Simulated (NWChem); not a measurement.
The numbers come from NWChem runs, not from measurements. System: HAlCl2, charge 0, spin multiplicity 1, at a geometry optimised with PBE/def2-SVP. The structure started from a generated list of species. Level: CCSD(T)/def2-SVPD, 15 core orbitals frozen.

Input file:

```
start mol
memory heap 100 mb stack 700 mb global 1900 mb
geometry units angstroms nocenter noautoz
  Al     0.000000     0.000000     0.732283
  H      0.000000     0.000000     2.310627
  Cl    -1.808172     0.000000    -0.347950
  Cl     1.808172     0.000000    -0.347950
  symmetry group C2v
end
basis spherical
  * library def2-svpd
end
scf
  rhf
  nopen 0
  maxiter 100
  thresh 1e-7
  semidirect memsize 60000000 filesize 0
end
tce
  freeze core 15
  ccsd(t)
  2eorb
  2emet 13
  thresh 1e-6
  maxiter 100
  tilesize 24
end
task tce energy
```

Output (cleaned and shortened):

```
             Northwest Computational Chemistry Package (NWChem) 7.3.0
             --------------------------------------------------------

                                NWChem Input Module
                                -------------------

 Scaling coordinates for geometry "geometry" by  1.889725989
 (inverse scale =  0.529177249)

 Turning off AUTOSYM since
 SYMMETRY directive was detected!

                             Geometry "geometry" -> ""
                             -------------------------

 Output coordinates in angstroms (scale by  1.889725989 to convert to a.u.)

  No.       Tag          Charge          X              Y              Z
 ---- ---------------- ---------- -------------- -------------- --------------
    1 Al                  13.0000     0.00000000     0.00000000     0.73228300
    2 H                    1.0000     0.00000000     0.00000000     2.31062700
    3 Cl                  17.0000    -1.80817200     0.00000000    -0.34795000
    4 Cl                  17.0000     1.80817200     0.00000000    -0.34795000

 Effective nuclear repulsion energy (a.u.)     163.2911193804

            Nuclear Dipole moment (a.u.)
            ----------------------------
        X                 Y               Z
 ---------------- ---------------- ----------------
     0.0000000000     0.0000000000     0.0000113384

      Symmetry information
      --------------------

 Group name             C2v
 Group number             16
 Group order               4
 No. of unique centers     3

      Symmetry unique atoms

     1    2    3


 Summary of "ao basis" -> "" (spherical)
 ------------------------------------------------------------------------------
       Tag                 Description            Shells   Functions and Types
 ---------------- ------------------------------  ------  ---------------------
 *                         def2-svpd                  on all atoms

 Summary of "ao basis" -> "ao basis" (spherical)
 ------------------------------------------------------------------------------
       Tag                 Description            Shells   Functions and Types
 ---------------- ------------------------------  ------  ---------------------
 Al                        def2-svpd                10       24   5s3p2d
 H                         def2-svpd                 4        8   2s2p
 Cl                        def2-svpd                11       27   5s4p2d

                                 NWChem SCF Module
                                 -----------------

  ao basis        = "ao basis"
  functions       =    86
  atoms           =     4
  closed shells   =    24
  open shells     =     0
  charge          =   0.00
  wavefunction    = RHF
  use symmetry    = T
  symmetry adapt  = T

 Summary of "ao basis" -> "ao basis" (spherical)
 ------------------------------------------------------------------------------
       Tag                 Description            Shells   Functions and Types
 ---------------- ------------------------------  ------  ---------------------
 Al                        def2-svpd                10       24   5s3p2d
 H                         def2-svpd                 4        8   2s2p
 Cl                        def2-svpd                11       27   5s4p2d

      Symmetry analysis of basis
      --------------------------

        a1         35
        a2         10
        b1         26
        b2         15

 Forming initial guess at       0.0s

      Superposition of Atomic Density Guess
      -------------------------------------

 Sum of atomic energies:       -1160.95013159

      Non-variational initial energy
      ------------------------------

 Total energy =   -1161.374180
 1-e energy   =   -1931.768842
 2-e energy   =     607.103543
 HOMO         =      -0.405671
 LUMO         =       0.006145

      Symmetry analysis of molecular orbitals - initial
      -------------------------------------------------

  Numbering of irreducible representations:

     1 a1          2 a2          3 b1          4 b2

  Orbital symmetries:

     1 a1          2 b1          3 a1          4 a1          5 b1
     6 a1          7 b1          8 a1          9 b2         10 b1
    11 a2         12 a1         13 b1         14 a1         15 b2
    16 a1         17 b1         18 a1         19 b1         20 a1
    21 b2         22 a2         23 b1         24 a1         25 a1
    26 b2         27 a1         28 b1         29 a1         30 b1
    31 a1         32 b2         33 b2         34 a2

 Starting SCF solution at       0.3s

 ----------------------------------------------
         Quadratically convergent ROHF

 Convergence threshold     :          1.000E-07
 Maximum no. of iterations :          100
 Final Fock-matrix accuracy:          1.000E-09
 ----------------------------------------------

              iter       energy          gnorm     gmax       time
             ----- ------------------- --------- --------- --------
                 1    -1161.2565214528  6.05D-01  1.27D-01      0.3
                 2    -1161.2916428184  1.55D-01  4.95D-02      0.4
                 3    -1161.2948443152  7.16D-03  1.65D-03      0.4
                 4    -1161.2948520959  3.03D-05  5.33D-06      0.5
                 5    -1161.2948520960  2.85D-09  8.53D-10      0.7

       Final RHF  results
       ------------------

         Total SCF energy =  -1161.294852096013
      One-electron energy =  -1933.007874585368
      Two-electron energy =    608.421903108987
 Nuclear repulsion energy =    163.291119380367

        Time for solution =      0.3s

       Symmetry analysis of molecular orbitals - final
[...]
    11 b1         12 a1         13 b2         14 b1         15 a1
    16 a1         17 b1         18 a1         19 b1         20 a1
    21 b2         22 a2         23 b1         24 a1         25 a1
    26 b2         27 a1         28 b1         29 a1         30 b1
    31 a1         32 b2         33 b2         34 a2

             Final eigenvalues
             -----------------

              1
    1 -104.8040
    2 -104.8040
    3  -58.5454
    4  -10.5657
    5  -10.5657
    6   -8.0399
    7   -8.0399
    8   -8.0382
    9   -8.0382
   10   -8.0379
   11   -8.0379
   12   -4.9702
   13   -3.2899
   14   -3.2882
   15   -3.2863
   16   -1.0971
   17   -1.0847
   18   -0.6048
   19   -0.5307
   20   -0.5155
   21   -0.4917
   22   -0.4754
   23   -0.4672
   24   -0.4637
   25    0.0454
   26    0.0458
   27    0.0889
   28    0.1032
   29    0.1208
   30    0.1280
   31    0.1344
   32    0.1360
   33    0.1584
   34    0.1746

                       ROHF Final Molecular Orbital Analysis
                       -------------------------------------

 Vector   22  Occ=2.000000D+00  E=-4.753509D-01  Symmetry=a2
              MO Center= -5.1D-14, -1.3D-17, -3.0D-01, r^2= 4.3D+00
   Bfn.  Coefficient  Atom+Function         Bfn.  Coefficient  Atom+Function
  ----- ------------  ---------------      ----- ------------  ---------------
    45      0.445757  3 Cl py                72     -0.445757  4 Cl py
    42      0.324622  3 Cl py                69     -0.324622  4 Cl py
    39      0.187990  3 Cl py                66     -0.187990  4 Cl py

 Vector   23  Occ=2.000000D+00  E=-4.671529D-01  Symmetry=b1
              MO Center=  4.5D-14,  2.4D-16, -2.9D-01, r^2= 4.4D+00
   Bfn.  Coefficient  Atom+Function         Bfn.  Coefficient  Atom+Function
  ----- ------------  ---------------      ----- ------------  ---------------
    46      0.336369  3 Cl pz                73     -0.336369  4 Cl pz
    44     -0.302887  3 Cl px                71     -0.302887  4 Cl px
    43      0.243341  3 Cl pz                70     -0.243341  4 Cl pz
    41     -0.226856  3 Cl px                68     -0.226856  4 Cl px

 Vector   24  Occ=2.000000D+00  E=-4.636767D-01  Symmetry=a1
              MO Center=  8.5D-14, -1.6D-16,  6.4D-01, r^2= 4.4D+00
   Bfn.  Coefficient  Atom+Function         Bfn.  Coefficient  Atom+Function
  ----- ------------  ---------------      ----- ------------  ---------------
    46      0.348992  3 Cl pz                73      0.348992  4 Cl pz
    25     -0.284582  2 H  s                 43      0.258462  3 Cl pz
    70      0.258462  4 Cl pz                26     -0.221160  2 H  s

 Vector   25  Occ=0.000000D+00  E= 4.543189D-02  Symmetry=a1
              MO Center= -4.9D-15, -5.3D-16,  5.8D-01, r^2= 1.4D+01
   Bfn.  Coefficient  Atom+Function         Bfn.  Coefficient  Atom+Function
  ----- ------------  ---------------      ----- ------------  ---------------
     5      3.770583  1 Al s                 37     -1.638105  3 Cl s
    64     -1.638105  4 Cl s                 14     -1.017538  1 Al pz
    49     -0.492817  3 Cl pz                76     -0.492817  4 Cl pz
    47     -0.452577  3 Cl px                74      0.452577  4 Cl px
     4     -0.438287  1 Al s                 22     -0.434351  1 Al d  0

 Vector   26  Occ=0.000000D+00  E= 4.577883D-02  Symmetry=b2
              MO Center=  4.1D-14,  3.6D-15,  1.1D+00, r^2= 4.8D+00
   Bfn.  Coefficient  Atom+Function         Bfn.  Coefficient  Atom+Function
  ----- ------------  ---------------      ----- ------------  ---------------
    13      0.690414  1 Al py                21      0.353357  1 Al d -1
    10      0.248334  1 Al py                45     -0.218643  3 Cl py
    72     -0.218643  4 Cl py                 7     -0.151653  1 Al py

 Vector   27  Occ=0.000000D+00  E= 8.893273D-02  Symmetry=a1
              MO Center=  8.0D-14, -1.1D-14,  2.0D+00, r^2= 9.0D+00
   Bfn.  Coefficient  Atom+Function         Bfn.  Coefficient  Atom+Function
  ----- ------------  ---------------      ----- ------------  ---------------
     5      3.087059  1 Al s                  4     -1.454389  1 Al s
    37     -1.325806  3 Cl s                 64     -1.325806  4 Cl s
    14     -0.876995  1 Al pz                22      0.746960  1 Al d  0
    47     -0.433008  3 Cl px                74      0.433008  4 Cl px
    36      0.346499  3 Cl s                 63      0.346499  4 Cl s

 center of mass
 --------------
 x =   0.00000000 y =   0.00000000 z =  -0.04338013

 moments of inertia (a.u.)
 ------------------
         100.936166947122           0.000000000000           0.000000000000
           0.000000000000         917.496910011660           0.000000000000
           0.000000000000           0.000000000000         816.560743064538

  Mulliken analysis of the total density
  --------------------------------------

    Atom       Charge   Shell Charges
 -----------   ------   -------------------------------------------------------
    1 Al  13    11.32   2.00  1.99  0.80 -0.45  0.01  5.94  0.69  0.11  0.23  0.01
    2 H    1     1.22   0.70  0.50  0.01  0.01
    3 Cl  17    17.73   2.00  1.99  1.21  0.74  0.10  5.94  2.09  3.33  0.29  0.01  0.02
    4 Cl  17    17.73   2.00  1.99  1.21  0.74  0.10  5.94  2.09  3.33  0.29  0.01  0.02

       Multipole analysis of the density wrt the origin
       ------------------------------------------------

     L   x y z        total         open         nuclear
     -   - - -        -----         ----         -------
     0   0 0 0     -0.000000      0.000000     48.000000

     1   1 0 0     -0.000000      0.000000      0.000000
     1   0 1 0     -0.000000      0.000000      0.000000
     1   0 0 1      0.521034      0.000000      0.000011

     2   2 0 0    -33.059947      0.000000    396.968520
     2   1 1 0     -0.000000      0.000000      0.000000
     2   1 0 1     -0.000000      0.000000      0.000000
     2   0 2 0    -26.431655      0.000000      0.000000
     2   0 1 1      0.000000      0.000000      0.000000
     2   0 0 2    -30.031730      0.000000     58.659906

                   NWChem Extensible Many-Electron Theory Module
                   ---------------------------------------------


            General Information
            -------------------
      Number of processors :     1
         Wavefunction type : Restricted Hartree-Fock
          No. of electrons :    48
           Alpha electrons :    24
            Beta electrons :    24
           No. of orbitals :   172
            Alpha orbitals :    86
             Beta orbitals :    86
        Alpha frozen cores :    15
         Beta frozen cores :    15
     Alpha frozen virtuals :     0
      Beta frozen virtuals :     0
         Spin multiplicity : singlet
    Number of AO functions :    86
       Number of AO shells :    36
        Use of symmetry is : on
      Symmetry adaption is : on
         Schwarz screening : 0.10D-09

          Correlation Information
          -----------------------
          Calculation type : Coupled-cluster singles & doubles w/ perturbation
   Perturbative correction : (T)
            Max iterations :      100
        Residual threshold : 0.10D-05
     T(0) DIIS level shift : 0.00D+00
     L(0) DIIS level shift : 0.00D+00
     T(1) DIIS level shift : 0.00D+00
     L(1) DIIS level shift : 0.00D+00
     T(R) DIIS level shift : 0.00D+00
     T(I) DIIS level shift : 0.00D+00
   CC-T/L Amplitude update :  5-th order DIIS
                I/O scheme : Global Array Library
        L-threshold :  0.10D-05
        EOM-threshold :  0.10D-05
 no EOMCCSD initial starts read in
 TCE RESTART OPTIONS
 SLICE:      F
 D4D5:       F
 quantumc:   F
 qrotation:  F
 pwtce:      F
 qducc:      F
 nacto:                         0
 nrotv:                         0
 nrot:                          0

            Memory Information
            ------------------
          Available GA space size is     249029404 doubles
          Available MA space size is     104854556 doubles

 Maximum block size supplied by input
 Maximum block size        24 doubles

 tile_dim =     24

 -------------------------------------------------

 Global array virtual files algorithm will be used

 Parallel file system coherency ......... OK

 4-electron integrals stored in orbital form

 v2    file size   =          1828279
 4-index algorithm nr.  13 is used
 imaxsize =       30
 imaxsize ichop =        0


CCSD iterations
 ---------------------------------------------------------
 Iter          Residuum       Correlation     Cpu    Wall
 ---------------------------------------------------------
    1   0.1240887057117  -0.3502533565960     0.3     0.3
    2   0.0340154164633  -0.3753922767658     0.4     0.4
    3   0.0112757492346  -0.3806573909610     0.4     0.4
    4   0.0041462796615  -0.3820807695351     0.4     0.4
    5   0.0016381320498  -0.3825767267202     0.4     0.4
    6   0.0003926613542  -0.3828382245718     0.3     0.3
    7   0.0001862781803  -0.3828453311806     0.3     0.3
    8   0.0000925521586  -0.3828492878611     0.3     0.3
    9   0.0000522520681  -0.3828505271885     0.3     0.3
   10   0.0000284188803  -0.3828516530831     0.3     0.3
   11   0.0000042941690  -0.3828527455547     0.3     0.3
   12   0.0000018462623  -0.3828529236105     0.3     0.3
   13   0.0000009262072  -0.3828529703938     0.2     0.2
 -----------------------------------------------------------------
 Iterations converged
 CCSD correlation energy / hartree =        -0.382852970393784
 CCSD total energy / hartree       =     -1161.677705066406816

 Singles contributions

 Doubles contributions
 CCSD(T)
 Using plain CCSD(T) code
             total no. of tasks          500
 total no. of tasks / no. procs          500
                         wl_min          512           2.8
                         wl_max       884736           9.8
        thresh for no. of tasks          500

 CCSD[T]  correction energy / hartree =        -0.010015299602070
 CCSD[T] correlation energy / hartree =        -0.392868269995854
 CCSD[T] total energy / hartree       =     -1161.687720366008989
 CCSD(T)  correction energy / hartree =        -0.009808291792861
 CCSD(T) correlation energy / hartree =        -0.392661262186645
 CCSD(T) total energy / hartree       =     -1161.687513358199567

 Task  times  cpu:       14.7s     wall:       14.7s

 Total times  cpu:       14.7s     wall:       14.7s
```
